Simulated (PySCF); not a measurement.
BeO, SMILES [Be]=[O]. Geometry: PBE-D3(BJ)/def2-TZVPD.

Calculation: PySCF with PBE-D3(BJ)/def2-TZVPD.

Harmonic wavenumbers (cm⁻¹): 1462. Rotational constants (GHz): 48.63 (linear); symmetry number 1.

Q: Work out the zero-point energy and the ideal-gas rigid-rotor harmonic-oscillator thermochemistry at 298.15 K and 1 atm.

A: ZPE = ½ Σ hcν = ½ × 1462 cm⁻¹ = 2.09 kcal/mol. H − E(el) = 4.17 kcal/mol. Entropy in cal/(mol K): translation 35.59, rotation 11.63, vibration 0.01, total 47.23. G − E(el) = -9.91 kcal/mol. Cp = 7.04 cal/(mol K).
